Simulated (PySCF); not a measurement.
Compound: C₈H₁₂O₂.
SMILES with atom numbers: `[CH3:1][CH2:2][C@@H:3]1[CH2:4][C:5](=[O:6])[CH2:7][CH2:8][C:9]1=[O:10]` (hydrogens: H11, H12, H13 on C1; H14, H15 on C2; H16 on C3; H17, H18 on C4; H19, H20 on C7; H21, H22 on C8)

The same species was optimised twice, with GFN2-xTB and with PBE0-D3(BJ)/def2-SVP (PySCF), and the same property calculations (PySCF, gas phase) were run on both structures.

```
     coordinate  GFN2-xTB  PBE0-D3(BJ)/def2-SVP  change
      C3–C9 (Å)     1.517                 1.522  +0.005
      C1–C2 (Å)     1.523                 1.519  -0.004
      C8–C9 (Å)     1.512                 1.515  +0.003
      C4–C5 (Å)     1.511                 1.514  +0.003
      C5–C7 (Å)     1.513                 1.516  +0.003
      C5=O6 (Å)     1.203                 1.206  +0.003
     C9=O10 (Å)     1.204                 1.207  +0.003
      C2–C3 (Å)     1.537                 1.535  -0.002
      C3–C4 (Å)     1.536                 1.536   0.000
      C7–C8 (Å)     1.532                 1.533  +0.001
   C1–C2–C3 (°)     112.2                 114.0    +1.8
   C4–C5–C7 (°)     113.3                 114.5    +1.2
   C5–C7–C8 (°)     111.8                 112.8    +1.0
   C3–C4–C5 (°)     111.1                 111.8    +0.7
   C3–C9–C8 (°)     114.7                 115.4    +0.7
   C4–C5–O6 (°)     123.4                 122.8    -0.6
   O6–C5–C7 (°)     123.3                 122.7    -0.6
   C7–C8–C9 (°)     112.0                 112.6    +0.6
C1–C2–C3–C4 (°)       180                  -179      +1
```

Rotational constants: A = 1865, B = 1145, C = 891.7 MHz (GFN2-xTB) against A = 1864, B = 1123, C = 876.4 MHz (PBE0-D3(BJ)/def2-SVP). Point groups within 0.08 Å: C1 and C1.

On the GFN2-xTB structure: HOMO (eV) -7.31 [PBE0/pcSseg-1]; LUMO (eV) -0.99 [PBE0/pcSseg-1]; dipole (D) 0.35 [PBE0/pcSseg-1]; GIAO shielding of C1 (ppm) 172.9 [PBE0/pcSseg-1]; GIAO shielding of C2 (ppm) 155.0 [PBE0/pcSseg-1]; GIAO shielding of C3 (ppm) 129.6 [PBE0/pcSseg-1]; GIAO shielding of C4 (ppm) 137.0 [PBE0/pcSseg-1]; GIAO shielding of C5 (ppm) -24.9 [PBE0/pcSseg-1]; GIAO shielding of O6 (ppm) -367.1 [PBE0/pcSseg-1]; GIAO shielding of C7 (ppm) 143.5 [PBE0/pcSseg-1]; GIAO shielding of C8 (ppm) 147.4 [PBE0/pcSseg-1].

Problem. What do these properties become on the PBE0-D3(BJ)/def2-SVP structure?

Solution. 
```tsv
property	level	on GFN2-xTB	on PBE0-D3(BJ)/def2-SVP	change
HOMO (eV)	PBE0/pcSseg-1	-7.31	-7.32	-0.01
LUMO (eV)	PBE0/pcSseg-1	-0.99	-1.01	-0.02
dipole (D)	PBE0/pcSseg-1	0.35	0.40	+0.05
energy, GFN2-xTB geometry as zero (kcal/mol)	PBE0/pcSseg-1	0.0	-0.6	-0.6
GIAO shielding of C1 (ppm)	PBE0/pcSseg-1	172.9	171.2	-1.7
GIAO shielding of C2 (ppm)	PBE0/pcSseg-1	155.0	153.9	-1.1
GIAO shielding of C3 (ppm)	PBE0/pcSseg-1	129.6	129.0	-0.6
GIAO shielding of C4 (ppm)	PBE0/pcSseg-1	137.0	136.0	-1.0
GIAO shielding of C5 (ppm)	PBE0/pcSseg-1	-24.9	-25.6	-0.7
GIAO shielding of O6 (ppm)	PBE0/pcSseg-1	-367.1	-371.9	-4.8
GIAO shielding of C7 (ppm)	PBE0/pcSseg-1	143.5	142.6	-0.9
GIAO shielding of C8 (ppm)	PBE0/pcSseg-1	147.4	146.3	-1.1
```

The heavy atoms differ by 0.028 Å rms after alignment. Among bonds between heavy atoms C1–C2 and C3–C9 change most and about equally (-0.004 to +0.005 Å). Changes are differences of the printed values. Neither structure is proved a minimum here.
